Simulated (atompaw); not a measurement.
## u(r) = r·R(r): atom against pseudo-atom (oxygen)

Columns: radius, all-electron u(r) and pseudo u(r) of the 2p shell (level -43.24 eV) of oxygen in the configuration [He] 2s2 2p2; PBE, scalar-relativistic, PAW (atompaw) scheme, atompaw 4.2.0.5.

```
r (bohr)  all-electron  pseudo
   0.071        0.0704  0.0076
   0.142        0.2168  0.0300
   0.213        0.3811  0.0661
   0.285        0.5374  0.1151
   0.356        0.6691  0.1734
   0.427        0.7745  0.2389
   0.498        0.8545  0.3087
   0.569        0.9105  0.3799
   0.640        0.9447  0.4492
   0.712        0.9600  0.5150
   0.783        0.9592  0.5727
   0.854        0.9456  0.6213
   0.925        0.9220  0.6594
   0.996        0.8908  0.6859
   1.067        0.8540  0.7006
   1.138        0.8135  0.7037
   1.210        0.7698  0.6960
   1.281        0.7255  0.6787
   1.352        0.6809  0.6536
   1.423        0.6367  0.6224
   1.494        0.5934  0.5870
   1.565        0.5514  0.5492
   1.637        0.5106  0.5102
   1.708        0.4722  0.4723
   1.779        0.4359  0.4359
   1.850        0.4016  0.4016
```

(1) How many radial nodes do the two functions have?

(2) Is the pseudo-wave norm-conserving?

Results:

(1) The all-electron 2p function has n − l − 1 = 0; the pseudo-wave has 0.

(2) No, it belongs to a PAW set: the norm inside the radius is not constrained, and the difference is carried by the augmentation charge.
